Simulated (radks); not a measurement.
He+, 1 electrons, occupied as 1s1.

Calculated with a radial shooting solver on a logarithmic mesh with Libxc functionals: non-relativistic Kohn-Sham, PBE, spin-polarised, spherical densities, point nucleus; open shells are filled with parallel spins first.

Energy parts (hartree):
part                    energy
total                 -1.99377
kinetic                1.98786
electron-nucleus      -3.98717
Hartree                0.61899
exchange-correlation  -0.61346

Orbitals (lengths in bohr, moments of r in powers of bohr; r(max) is where P^2 peaks; r(90%) holds 90 % of the orbital's charge):
| orbital | occ. | eigenvalue (hartree) | <r^2> | r(max) | r(90%) | <r^4> |
|---|---|---|---|---|---|---|
| 1s up | 1 | -1.54489 | 0.7794 | 0.4957 | 1.36 | 1.576 |

The highest occupied level is 1s up at -42.039 eV. Spin moment in Bohr magnetons: 1. Virial ratio -V/T = 2.00297.
